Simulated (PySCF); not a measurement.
PySCF input file for Si(OSiH3)(H)(NHSiH3)2 (H12N2OSi4), SMILES [SiH3]N[SiH](N[SiH3])O[SiH3], TDA-PBE/def2-SVPD. The structure is a stationary point at B3LYP-D3(BJ)/def2-SVP. Other conformers were not sampled.

```python
import numpy as np
from pyscf import gto, scf, dft, tdscf

mol = gto.M(
    atom='''
    Si    0.09412209    0.08677153    1.18895946
    N     1.69650878   -0.35421684    0.70759532
    Si    2.50537518    0.24767724   -0.72589112
    N    -0.29185090    1.57879159    0.40374792
    Si   -1.64802955    1.84113558   -0.67595832
    O    -1.06325803   -0.96766989    0.62080113
    Si   -1.13166130   -2.27446546   -0.41080434
    H     0.00805919    0.09713980    2.66966035
    H     2.22681532   -0.99072991    1.29753660
    H     3.75360413   -0.55170414   -0.89350862
    H     1.65289128    0.09529866   -1.93767400
    H     2.88435328    1.68839917   -0.61242780
    H     0.26806289    2.39800484    0.62660789
    H    -1.61862194    0.89674235   -1.82868103
    H    -2.96883821    1.69697182    0.00178738
    H    -1.52200676    3.23700489   -1.18666388
    H    -0.47582864   -1.96056840   -1.71184304
    H    -2.56400285   -2.60130942   -0.63968484
    H    -0.44831881   -3.45157860    0.20079946
    ''',
    basis='def2-SVPD',
    charge=0,
    spin=0,
    max_memory=1600,
    verbose=4,
)
mf = dft.RKS(mol, xc='pbe').density_fit(auxbasis='def2-universal-jkfit')
mf.grids.level = 3
mf.conv_tol = 1e-9
mf.max_cycle = 100
mf.kernel()
mf.grids = dft.Grids(mol).set(level=1).build(with_non0tab=True)  # coarser grid for the response kernel
td = tdscf.TDA(mf)
td.singlet = True
td.nstates = 6
td.conv_tol = 1e-4
td.positive_eig_threshold = 1e-6
td.kernel(x0=td.get_init_guess(mf, 11))
td.analyze()
tt = tdscf.TDA(mf)
tt.singlet = False
tt.nstates = 2
tt.conv_tol = 1e-4
tt.positive_eig_threshold = 1e-6
tt.kernel(x0=tt.get_init_guess(mf, 7))
tt.analyze(verbose=3)
```

It prints:

```
PySCF version 2.14.0

[INPUT] verbose = 4
[INPUT] num. atoms = 19
[INPUT] num. electrons = 90
[INPUT] charge = 0
[INPUT] spin (= nelec alpha-beta = 2S) = 0
[INPUT] symmetry False subgroup None
[INPUT] Mole.unit = angstrom
[INPUT] Symbol           X                Y                Z      unit          X                Y                Z       unit  Magmom
[INPUT]  1 Si     0.094122090000   0.086771530000   1.188959460000 AA    0.177864972372   0.163974427109   2.246807752611 Bohr   0.0
[INPUT]  2 N      1.696508780000  -0.354216840000   0.707595320000 AA    3.205936962120  -0.669372816309   1.337161361824 Bohr   0.0
[INPUT]  3 Si     2.505375180000   0.247677240000  -0.725891120000 AA    4.734472929483   0.468042150888  -1.371735413054 Bohr   0.0
[INPUT]  4 N     -0.291850900000   1.578791590000   0.403747920000 AA   -0.551518270208   2.983483712867   0.762972992163 Bohr   0.0
[INPUT]  5 Si    -1.648029550000   1.841135580000  -0.675958320000 AA   -3.114324494690   3.479242004392  -1.277376096421 Bohr   0.0
[INPUT]  6 O     -1.063258030000  -0.967669890000   0.620801130000 AA   -2.009266476445  -1.828631071088   1.173144113521 Bohr   0.0
[INPUT]  7 Si    -1.131661300000  -2.274465460000  -0.410804340000 AA   -2.138529922769  -4.298116799183  -0.776307693383 Bohr   0.0
[INPUT]  8 H      0.008059190000   0.097139800000   2.669660350000 AA    0.015229661886   0.183567617795   5.044926907111 Bohr   0.0
[INPUT]  9 H      2.226815320000  -0.990729910000   1.297536600000 AA    4.208071084786  -1.872208193315   2.451988810599 Bohr   0.0
[INPUT] 10 H      3.753604130000  -0.551704140000  -0.893508620000 AA    7.093283785736  -1.042569726389  -1.688486581738 Bohr   0.0
[INPUT] 11 H      1.652891280000   0.095298660000  -1.937674000000 AA    3.123511832882   0.180088367438  -3.661673178690 Bohr   0.0
[INPUT] 12 H      2.884353280000   1.688399170000  -0.612427800000 AA    5.450637745691   3.190612020243  -1.157320813070 Bohr   0.0
[INPUT] 13 H      0.268062890000   2.398004840000   0.626607890000 AA    0.506565446259   4.531572392981   1.184117299592 Bohr   0.0
[INPUT] 14 H     -1.618621940000   0.896742350000  -1.828681030000 AA   -3.058752165812   1.694597445799  -3.455706315888 Bohr   0.0
[INPUT] 15 H     -2.968838210000   1.696971820000   0.001787380000 AA   -5.610291125044   3.206811980905   0.003377658681 Bohr   0.0
[INPUT] 16 H     -1.522006760000   3.237004890000  -1.186663880000 AA   -2.876175936137   6.117052705978  -2.242469735114 Bohr   0.0
[INPUT] 17 H     -0.475828640000  -1.960568400000  -1.711843040000 AA   -0.899185811824  -3.704937324477  -3.234914513843 Bohr   0.0
[INPUT] 18 H     -2.564002850000  -2.601309420000  -0.639684840000 AA   -4.845263169104  -4.915762369051  -1.208829153636 Bohr   0.0
[INPUT] 19 H     -0.448318810000  -3.451578600000   0.200799460000 AA   -0.847199767391  -6.522538251410   0.379455985361 Bohr   0.0

nuclear repulsion = 657.79334594454
number of shells = 113
number of NR pGTOs = 381
number of NR cGTOs = 255
basis = def2-SVPD
ecp = {}


[settings echo left out]
init E= -1348.88050422243
  HOMO = -0.310085497325366  LUMO = -0.0723953747766108  gap/eV = 6.46788
cycle= 1 E= -1348.5390263305  delta_E= 0.341  |g|= 1.03  |ddm|= 6.31
  HOMO = -0.0951015019785011  LUMO = -0.00864102348842932  gap/eV = 2.35271
cycle= 2 E= -1347.50147574533  delta_E= 1.04  |g|= 2.38  |ddm|= 3.94
  HOMO = -0.232178365099607  LUMO = -0.0368935596700024  gap/eV = 5.31397
cycle= 3 E= -1348.73803986837  delta_E= -1.24  |g|= 0.263  |ddm|= 3.14
  HOMO = -0.237104378665379  LUMO = -0.0330896583201636  gap/eV = 5.55152
cycle= 4 E= -1348.74860672427  delta_E= -0.0106  |g|= 0.184  |ddm|= 0.671
  HOMO = -0.2256139727738  LUMO = -0.0316852488839219  gap/eV = 5.27707
cycle= 5 E= -1348.75517456481  delta_E= -0.00657  |g|= 0.0476  |ddm|= 0.231
  HOMO = -0.230794969394482  LUMO = -0.0331665770405585  gap/eV = 5.37774
cycle= 6 E= -1348.75585415462  delta_E= -0.00068  |g|= 0.00972  |ddm|= 0.0943
  HOMO = -0.230356141817076  LUMO = -0.0328983244373342  gap/eV = 5.37310
cycle= 7 E= -1348.75587892122  delta_E= -2.48e-05  |g|= 0.00183  |ddm|= 0.0209
  HOMO = -0.2302243461137  LUMO = -0.0328419456690683  gap/eV = 5.37105
cycle= 8 E= -1348.75587967396  delta_E= -7.53e-07  |g|= 0.000981  |ddm|= 0.00405
  HOMO = -0.230259429807691  LUMO = -0.0328511266525093  gap/eV = 5.37175
cycle= 9 E= -1348.75587988063  delta_E= -2.07e-07  |g|= 0.000262  |ddm|= 0.00127
  HOMO = -0.230269653408885  LUMO = -0.032862884989393  gap/eV = 5.37171
cycle= 10 E= -1348.75587989803  delta_E= -1.74e-08  |g|= 4.26e-05  |ddm|= 0.000529
  HOMO = -0.230273637036564  LUMO = -0.032863466191841  gap/eV = 5.37180
cycle= 11 E= -1348.75587989854  delta_E= -5.08e-10  |g|= 1.9e-05  |ddm|= 0.00013
  HOMO = -0.230269759423128  LUMO = -0.0328625083463674  gap/eV = 5.37172
Extra cycle  E= -1348.75587989838  delta_E= 1.55e-10  |g|= 3.4e-05  |ddm|= 7.96e-05
converged SCF energy = -1348.75587989838
tot grids = 70736
Overwritten attributes  positive_eig_threshold  of <class 'pyscf.tdscf.rks.TDA'>


******** <class 'pyscf.tdscf.rks.TDA'> for <class 'pyscf.df.df_jk.DFRKS'> ********
nstates = 6 singlet
deg_eia_thresh = 1.000e-03
wfnsym = None
conv_tol = 0.0001
eigh lindep = 1e-12
eigh level_shift = 0
eigh max_cycle = 100


Excitation energies (eV)
[5.4289508  5.67923118 5.86184415 5.96725794 6.08882748 6.20555395]

** Singlet excitation energies and oscillator strengths **
Excited State   1:      5.42895 eV    228.38 nm  f=0.0095
      45 -> 46       -0.70340
Excited State   2:      5.67923 eV    218.31 nm  f=0.0107
      44 -> 46       -0.67450
      45 -> 47       -0.19981
Excited State   3:      5.86184 eV    211.51 nm  f=0.0428
      44 -> 46        0.18871
      44 -> 47        0.11042
      45 -> 47       -0.66303
Excited State   4:      5.96726 eV    207.77 nm  f=0.0186
      45 -> 48       -0.69415
Excited State   5:      6.08883 eV    203.63 nm  f=0.0123
      44 -> 47       -0.69137
Excited State   6:      6.20555 eV    199.80 nm  f=0.0145
      44 -> 48       -0.68547
      45 -> 49        0.14753

** Transition electric dipole moments (AU) **
state          X           Y           Z        Dip. S.      Osc.
  1        -0.0773      0.2426      0.0813      0.0714      0.0095
  2         0.2749      0.0056      0.0396      0.0772      0.0107
  3        -0.5208      0.0025      0.1646      0.2983      0.0428
  4        -0.1478      0.3183     -0.0614      0.1269      0.0186
  5        -0.2487     -0.1420      0.0183      0.0824      0.0123
  6         0.2805      0.0578      0.1153      0.0953      0.0145

** Transition velocity dipole moments (imaginary part, AU) **
state          X           Y           Z        Dip. S.      Osc.
  1        -0.0139      0.0331      0.0074      0.0013      0.0045
  2         0.0413      0.0081      0.0046      0.0018      0.0057
  3        -0.0828      0.0002      0.0206      0.0073      0.0225
  4        -0.0175      0.0435     -0.0047      0.0022      0.0068
  5        -0.0314     -0.0296     -0.0044      0.0019      0.0056
  6         0.0512      0.0228      0.0238      0.0037      0.0108

** Transition magnetic dipole moments (imaginary part, AU) **
state          X           Y           Z
  1         0.4665     -0.0630     -0.3177
  2         0.2593     -0.5063      0.0575
  3        -0.2824      0.7059     -0.2318
  4         0.6183     -0.2289     -0.1411
  5         0.4973      0.1394      0.3025
  6         0.2668     -0.0194     -0.1081


******** <class 'pyscf.tdscf.rks.TDA'> for <class 'pyscf.df.df_jk.DFRKS'> ********
nstates = 2 triplet
deg_eia_thresh = 1.000e-03
wfnsym = None
conv_tol = 0.0001
eigh lindep = 1e-12
eigh level_shift = 0
eigh max_cycle = 100


Excitation energies (eV)
[5.28655874 5.52689249]

** Triplet excitation energies and oscillator strengths **
Excited State   1:      5.28656 eV    234.53 nm  f=0.0000
Excited State   2:      5.52689 eV    224.33 nm  f=0.0000
```

Self-consistency was reached.
